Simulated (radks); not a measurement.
Pm4+, configuration [Xe] 4f3. Method: scalar-relativistic Kohn-Sham, r2SCAN, spin-polarised, spherical densities, finite nucleus; open shells are filled with parallel spins first (spin-orbit coupling, left out, can overturn this in heavy ions); meta-GGA in the generalised Kohn-Sham scheme; Fermi nuclear charge, rms radius 4.962 fm; computed with a radial shooting solver on a logarithmic mesh with Libxc functionals. Some entries of the table are withheld. Estimate them.

| orbital | occ. | eigenvalue (eV) | <r> (bohr) | <r^2> (bohr^2) |
|---|---|---|---|---|
| 1s up | 1 | -45139.93 | 0.02318 | 0.0007320 |
| 1s down | 1 | -45139.93 | 0.02318 | 0.0007320 |
| 2s down | 1 | -7403.563 | 0.09894 | 0.01156 |
| 2s up | 1 | -7403.550 | 0.09894 | 0.01156 |
| 2p down | 3 | -6613.702 | 0.08712 | 0.009267 |
| 2p up | 3 | -6613.697 | 0.08712 | 0.009267 |
| 3s up | 1 | -1665.333 | 0.2602 | 0.07735 |
| 3s down | 1 | -1663.984 | 0.2600 | 0.07727 |
| 3p up | 3 | -1415.985 | 0.2586 | 0.07751 |
| 3p down | 3 | -1414.632 | 0.2584 | 0.07741 |
| 3d up | 5 | -1074.139 | 0.2364 | 0.06576 |
| 3d down | 5 | -1073.075 | 0.2362 | 0.06563 |
| 4s up | 1 | -377.9562 | 0.5910 | 0.3937 |
| 4s down | 1 | -374.4478 | 0.5909 | 0.3935 |
| 4p up | 3 | -295.2931 | 0.6243 | 0.4427 |
| 4p down | 3 | -291.7489 | 0.6243 | 0.4427 |
| 4d up | 5 | -177.9851 | 0.6800 | 0.5352 |
| 4d down | 5 | -174.4013 | 0.6806 | 0.5366 |
| 5s up | 1 | -87.0274 | 1.369 | 2.096 |
| 5s down | 1 | -85.3279 | 1.385 | 2.144 |
| 5p up | 3 | -65.0104 | (1) | 2.660 |
| 5p down | 3 | -63.7561 | (2) | 2.724 |
| 4f up | 3 | -51.8245 | 0.8655 | 0.9331 |
| 4f down | 0 | -48.4900 | 0.8821 | 0.9768 |

Answer. 
(1) 5p up <r> (bohr): 1.540
(2) 5p down <r> (bohr): 1.559
